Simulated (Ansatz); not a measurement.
Mulliken charges of H$_{5}$O$_{3}$Si$_{2}$ (`O[SiH]O[SiH2]O`) radical from PBE/def2-TZVPP in Ansatz (PBE0-D4/def2-TZVP geometry).

| atom | x (Å) | y (Å) | z (Å) | charge (e) |
| --- | --- | --- | --- | --- |
| O1 | -1.744 | -0.914 | 0.953 | -0.335 |
| Si2 | -1.085 | -1.504 | -0.431 | 0.346 |
| O3 | 0.405 | -0.834 | -0.676 | -0.305 |
| Si4 | 1.103 | 0.606 | -0.396 | 0.499 |
| O5 | 0.038 | 1.461 | 0.539 | -0.374 |
| H6 | -1.559 | 0.017 | 1.121 | 0.196 |
| H7 | -0.902 | -2.972 | -0.229 | -0.058 |
| H8 | 1.340 | 1.340 | -1.664 | -0.082 |
| H9 | 2.376 | 0.385 | 0.327 | -0.078 |
| H10 | 0.027 | 2.416 | 0.457 | 0.191 |

Problem. By hand: the dipole of these point charges (1 e Å = 4.8032 D).

Solution. Σ q r = (0.078, 0.293, -0.230) e Å, of length 0.381 e Å = 1.83 D.

Problem. How does the dipole of the full density compare? (Best estimate.)

Solution. Computed: (0.180, 0.584, -0.052) e Å, 2.95 D; the point charges give 0.62 times that, at 32° from its direction.

Point charges leave out the atoms' own dipoles, such as those of lone pairs, and Mulliken's split depends on the basis, so the two needn't agree.
